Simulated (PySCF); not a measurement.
PySCF input for Mg(NH2)(SeH) (H₃MgNSe), SMILES [SeH][Mg][NH2], TDDFT-ωB97X/def2-SVPD. Geometry: B3LYP-D3(BJ)/def2-TZVP. The values are those of a single conformer.

```python
import numpy as np
from pyscf import gto, scf, dft, tdscf

mol = gto.M(
    atom='''
    Mg   -0.00060160   -1.19233446    0.00000000
    N     0.00013704   -3.07561211   -0.00000000
    H    -0.00283964   -3.67307120   -0.81430692
    H    -0.00283965   -3.67307120    0.81430692
    Se    0.04245476    1.23298952   -0.00000000
    H    -1.43152271    1.26179691   -0.00000000
    ''',
    basis='def2-SVPD',
    charge=0,
    spin=0,
    symmetry=True,
    max_memory=1600,
    verbose=4,
)
mf = dft.RKS(mol, xc='wb97x').density_fit(auxbasis='def2-universal-jkfit')
mf.grids.level = 3
mf.conv_tol = 1e-9
mf.max_cycle = 100
mf.kernel()
mf.grids = dft.Grids(mol).set(level=1).build(with_non0tab=True)  # coarser grid for the response kernel
td = tdscf.TDDFT(mf)
td.singlet = True
td.nstates = 10
td.conv_tol = 1e-4
td.kernel(x0=td.get_init_guess(mf, 15))
td.analyze()
tt = tdscf.TDA(mf)
tt.singlet = False
tt.nstates = 4
tt.conv_tol = 1e-4
tt.kernel(x0=tt.get_init_guess(mf, 9))
tt.analyze(verbose=3)
```

Log of the run:

```
PySCF version 2.14.0

[INPUT] verbose = 4
[INPUT] num. atoms = 6
[INPUT] num. electrons = 56
[INPUT] charge = 0
[INPUT] spin (= nelec alpha-beta = 2S) = 0
[INPUT] symmetry True subgroup None
[INPUT] Mole.unit = angstrom
[INPUT] Symbol           X                Y                Z      unit          X                Y                Z       unit  Magmom
[INPUT]  1 Mg    -0.000601600000  -1.192334460000   0.000000000000 AA   -0.001136859237  -2.253185578281   0.000000000000 Bohr   0.0
[INPUT]  2 N      0.000137040000  -3.075612110000   0.000000000000 AA    0.000258968068  -5.812064553296   0.000000000000 Bohr   0.0
[INPUT]  3 H     -0.002839640000  -3.673071200000  -0.814306920000 AA   -0.005366141892  -6.941098604028  -1.538817060138 Bohr   0.0
[INPUT]  4 H     -0.002839650000  -3.673071200000   0.814306920000 AA   -0.005366160790  -6.941098604028   1.538817060138 Bohr   0.0
[INPUT]  5 Se     0.042454760000   1.232989520000   0.000000000000 AA    0.080227869084   2.330012507259   0.000000000000 Bohr   0.0
[INPUT]  6 H     -1.431522710000   1.261796910000   0.000000000000 AA   -2.705185862995   2.384450584722   0.000000000000 Bohr   0.0

nuclear repulsion = 177.052760486002
point group symmetry = Cs
symmetry origin: [-2.69960875e-09 -3.37451108e-09  0.00000000e+00]
symmetry axis x: [ 1.00000000e+00 -9.50580155e-10 -1.03816925e-08]
symmetry axis y: [-9.50580155e-10 -1.00000000e+00 -1.74885386e-17]
symmetry axis z: [ 1.03816925e-08 -1.02426634e-17  1.00000000e+00]
num. orbitals of irrep A' = 71
num. orbitals of irrep A" = 35
number of shells = 44
number of NR pGTOs = 182
number of NR cGTOs = 106
basis = def2-SVPD
ecp = {}


[settings echo left out]
init E= -2656.90469965956
HOMO (A') = -0.314758077901791  LUMO (A') = -0.0866918720472571  gap/eV = 6.20600
cycle= 1 E= -2657.79523176155  delta_E= -0.891  |g|= 0.498  |ddm|= 2.91
HOMO (A') = -0.229531124590213  LUMO (A') = 0.0188652533193245  gap/eV = 6.75921
cycle= 2 E= -2657.81286352429  delta_E= -0.0176  |g|= 0.496  |ddm|= 1.01
HOMO (A") = -0.328413504668956  LUMO (A') = 0.0119615945706077  gap/eV = 9.26208
cycle= 3 E= -2657.86776900818  delta_E= -0.0549  |g|= 0.0462  |ddm|= 0.411
HOMO (A') = -0.331372854752737  LUMO (A') = 0.01593667487596  gap/eV = 9.45077
cycle= 4 E= -2657.86891073569  delta_E= -0.00114  |g|= 0.0166  |ddm|= 0.144
HOMO (A") = -0.329991708871236  LUMO (A') = 0.0162302890379791  gap/eV = 9.42118
cycle= 5 E= -2657.86913025016  delta_E= -0.00022  |g|= 0.00567  |ddm|= 0.0642
HOMO (A") = -0.330480597218787  LUMO (A') = 0.0160894842221393  gap/eV = 9.43065
cycle= 6 E= -2657.86914890425  delta_E= -1.87e-05  |g|= 0.00247  |ddm|= 0.0167
HOMO (A") = -0.330249814358186  LUMO (A') = 0.0159512379088191  gap/eV = 9.42061
cycle= 7 E= -2657.86915228382  delta_E= -3.38e-06  |g|= 0.000457  |ddm|= 0.00738
HOMO (A") = -0.33028475462728  LUMO (A') = 0.0159020603186173  gap/eV = 9.42022
cycle= 8 E= -2657.86915251715  delta_E= -2.33e-07  |g|= 0.000118  |ddm|= 0.00197
HOMO (A") = -0.330280040757268  LUMO (A') = 0.0158932598099581  gap/eV = 9.41986
cycle= 9 E= -2657.86915253402  delta_E= -1.69e-08  |g|= 3.59e-05  |ddm|= 0.000622
HOMO (A") = -0.330282839850747  LUMO (A') = 0.0158909466561585  gap/eV = 9.41987
cycle= 10 E= -2657.86915253538  delta_E= -1.36e-09  |g|= 9e-06  |ddm|= 0.000168
HOMO (A") = -0.330282123423248  LUMO (A') = 0.0158900879719366  gap/eV = 9.41983
cycle= 11 E= -2657.86915253545  delta_E= -6.23e-11  |g|= 3.35e-06  |ddm|= 2.82e-05
HOMO (A") = -0.330281862677332  LUMO (A') = 0.0158904604567618  gap/eV = 9.41983
Extra cycle  E= -2657.86915253546  delta_E= -8.19e-12  |g|= 2.56e-06  |ddm|= 1.04e-05
converged SCF energy = -2657.86915253546
tot grids = 26104


******** <class 'pyscf.tdscf.rks.TDDFT'> for <class 'pyscf.df.df_jk.DFSymAdaptedRKS'> ********
nstates = 10 singlet
deg_eia_thresh = 1.000e-03
wfnsym = None
conv_tol = 0.0001
eigh lindep = 1e-12
eigh level_shift = 0
eigh max_cycle = 100


Excitation energies (eV)
[4.60428969 4.73049037 5.51394629 5.67128083 5.90657301 6.13901337
 6.2209839  6.38779955 6.62886008 6.97222749]

** Singlet excitation energies and oscillator strengths **
Excited State   1:   A'      4.60429 eV    269.28 nm  f=0.0621
      27 -> 29       -0.66854
      27 -> 32       -0.17563
Excited State   2:   A"      4.73049 eV    262.10 nm  f=0.0715
      28 -> 29        0.67245
      28 -> 32       -0.13746
      28 -> 39        0.12612
Excited State   3:   A"      5.51395 eV    224.86 nm  f=0.0012
      28 -> 31       -0.42911
      28 -> 32        0.22434
      28 -> 33       -0.46369
      28 -> 36        0.16946
Excited State   4:   A"      5.67128 eV    218.62 nm  f=0.0000
      27 -> 30       -0.62676
      27 -> 34       -0.29953
      27 -> 46       -0.10055
Excited State   5:   A'      5.90657 eV    209.91 nm  f=0.0376
      26 -> 29       -0.52248
      26 -> 39       -0.10694
      27 -> 31       -0.12939
      28 -> 30       -0.37369
      28 -> 34       -0.17939
Excited State   6:   A"      6.13901 eV    201.96 nm  f=0.0000
      28 -> 31        0.43728
      28 -> 32        0.25535
      28 -> 33       -0.10921
      28 -> 36        0.40855
      28 -> 37        0.21667
Excited State   7:   A'      6.22098 eV    199.30 nm  f=0.0021
      26 -> 29        0.12519
      27 -> 31        0.52789
      27 -> 33        0.15215
      27 -> 36        0.12545
      28 -> 30       -0.32774
      28 -> 34       -0.15113
Excited State   8:   A'      6.38780 eV    194.10 nm  f=0.3160
      26 -> 29       -0.32294
      26 -> 31       -0.16609
      26 -> 32        0.19239
      26 -> 33       -0.20518
      26 -> 36        0.11573
      27 -> 31        0.34142
      27 -> 33        0.10431
      28 -> 30        0.30945
      28 -> 34        0.15830
Excited State   9:   A'      6.62886 eV    187.04 nm  f=0.0176
      27 -> 29        0.11829
      27 -> 32       -0.56317
      27 -> 33       -0.11076
      27 -> 35        0.25292
      27 -> 36        0.15585
      27 -> 39        0.13424
      27 -> 42       -0.17260
Excited State  10:   A'      6.97223 eV    177.83 nm  f=0.2317
      26 -> 29        0.22902
      26 -> 31       -0.48657
      26 -> 33       -0.35176
      28 -> 30       -0.21098

** Transition electric dipole moments (AU) **
state          X           Y           Z        Dip. S.      Osc.
  1         0.7410     -0.0346     -0.0000      0.5503      0.0621
  2        -0.0000      0.0000      0.7853      0.6167      0.0715
  3         0.0000      0.0000      0.0932      0.0087      0.0012
  4        -0.0000     -0.0000     -0.0025      0.0000      0.0000
  5        -0.0941     -0.5012     -0.0000      0.2600      0.0376
  6         0.0000     -0.0000      0.0023      0.0000      0.0000
  7        -0.0649      0.0988      0.0000      0.0140      0.0021
  8        -0.0030     -1.4211     -0.0000      2.0195      0.3160
  9         0.3289     -0.0072     -0.0000      0.1082      0.0176
 10         0.3022      1.1246     -0.0000      1.3562      0.2317

** Transition velocity dipole moments (imaginary part, AU) **
state          X           Y           Z        Dip. S.      Osc.
  1         0.1315     -0.0058      0.0000      0.0173      0.0683
  2         0.0000      0.0000      0.1372      0.0188      0.0722
  3         0.0000      0.0000      0.0155      0.0002      0.0008
  4        -0.0000      0.0000     -0.0002      0.0000      0.0000
  5        -0.0212     -0.1145     -0.0000      0.0136      0.0417
  6         0.0000      0.0000     -0.0016      0.0000      0.0000
  7        -0.0147      0.0321      0.0000      0.0012      0.0036
  8        -0.0015     -0.3329      0.0000      0.1108      0.3146
  9         0.0973     -0.0020     -0.0000      0.0095      0.0259
 10         0.0774      0.2886     -0.0000      0.0893      0.2322

** Transition magnetic dipole moments (imaginary part, AU) **
state          X           Y           Z
  1         0.0000     -0.0000     -0.9068
  2        -0.2768     -0.1054      0.0000
  3         0.0153      0.4297      0.0000
  4        -0.0134      0.2706      0.0000
  5         0.0000     -0.0000     -0.1058
  6         0.0102      0.1068      0.0000
  7        -0.0000      0.0000      0.0667
  8         0.0000     -0.0000     -0.1094
  9         0.0000      0.0000     -0.4227
 10         0.0000      0.0000      0.1851


******** <class 'pyscf.tdscf.rks.TDA'> for <class 'pyscf.df.df_jk.DFSymAdaptedRKS'> ********
nstates = 4 triplet
deg_eia_thresh = 1.000e-03
wfnsym = None
conv_tol = 0.0001
eigh lindep = 1e-12
eigh level_shift = 0
eigh max_cycle = 100


Excitation energies (eV)
[4.45870388 4.55047457 5.23868711 5.50150194]

** Triplet excitation energies and oscillator strengths **
Excited State   1:   A'      4.45870 eV    278.07 nm  f=0.0000
Excited State   2:   A"      4.55047 eV    272.46 nm  f=0.0000
Excited State   3:   A"      5.23869 eV    236.67 nm  f=0.0000
Excited State   4:   A'      5.50150 eV    225.36 nm  f=0.0000
```

The run converged.
